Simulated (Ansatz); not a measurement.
Ansatz (a program for electronic structure) input:

Ansatz 0.2 input:
```yaml
crystal:
  periodic: [false, false, false]
  atoms:
    - {symbol: C, position_ang: [-1.61285901, 0.83703928, 0.45638298]}
    - {symbol: O, position_ang: [-0.85301094, -0.36059163, 0.28809469]}
    - {symbol: B, position_ang: [0.43433490, -0.30838912, -0.11807530]}
    - {symbol: O, position_ang: [1.14566325, -1.47371516, -0.27304858]}
    - {symbol: O, position_ang: [1.07816873, 0.87513053, -0.38853069]}
    - {symbol: H, position_ang: [-1.15940129, 1.48397756, 1.20900781]}
    - {symbol: H, position_ang: [-1.68949748, 1.38551876, -0.48377337]}
    - {symbol: H, position_ang: [-2.60634414, 0.53934519, 0.78480894]}
    - {symbol: H, position_ang: [1.99415419, 0.78427850, -0.67008817]}
basis:
  gaussian:
    orbitals: def2-SVP
hamiltonian:
  xc: {name: PBE0}
magnetization: {spin_polarized: true, initial_magnetization: 1}
```

Predict the final energy.

-290.55727 Eh (PBE0/def2-SVP). The basis has 90 functions.

It need not be the lowest isomer of its formula.
